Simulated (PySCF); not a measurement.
Si(Vi)(OH)2(NH2), SMILES O[Si](N)(O)C=C at its PBE0/def2-SVP optimised geometry (Å):

```
13

C     -1.5019     0.9928     0.6002
C     -0.3959     0.5357     0.0000
Si     0.1015    -1.2541     0.0000
N     -0.7038    -2.0113     1.3241
O      1.7619    -1.2541     0.0000
O     -0.3012    -2.1243    -1.3650
H     -2.1754     0.3176     1.1409
H     -1.7852     2.0516     0.5814
H      0.2446     1.2527    -0.5299
H     -0.7126    -3.0232     1.3944
H     -0.6445    -1.5905     2.2451
H      2.1754    -2.0516    -0.3430
H     -1.2422    -2.2685    -1.4983
```

Method: PBE0/def2-TZVP in PySCF. Cells within 0.4 Å of a nucleus heavier than hydrogen are left out (blank, or x).

Map of the HOMO amplitude (bohr^(-3/2)), clipped to [-0.25, 0.25] on the plane z = 1.5 Å; orbital energy -7.60 eV, overall sign arbitrary:

```
|44444444444444444444444444555|
|44444444444444444444444444555|
|44444444444444444444444444555|
|44444444444444444444444445555|
|44444444444444444444444445555|
|44444444444444444444444445555|
|55444444444444444444444455555|
|55544444444444444444444455555|
|55555444444444444444444555555|
|55555544444444444444444555555|
|55555554444444444444445555555|
|55555555444444444444455555555|
|55555555544444444444455555555|
|44555555544444444444455555555|
|44445555444444444444445555555|
|44444444444444555544444555555|
|44444444444445555554444455555|
|44444444443445555554444445555|
|44444444332346665554444445555|
|44444444321048766554444444555|
|44444444320xx9876555444444555|
|44444444320xx9876555444444555|
|44444444332367766555544444555|
|44444444433456665555554444555|
|44444444444455555555555555555|
|44444444444455555555555555555|
|44444444444455555555555555555|
|44444444444555555555555555555|
|44444444444555555555555555555|
```
Scale: ten equal steps from -0.250 (start of '0') to 0.250 (end of '9'), in the order '0123456789'; x runs from -4.50 to 4.50, y from -4.50 (bottom) to 4.50 (top).
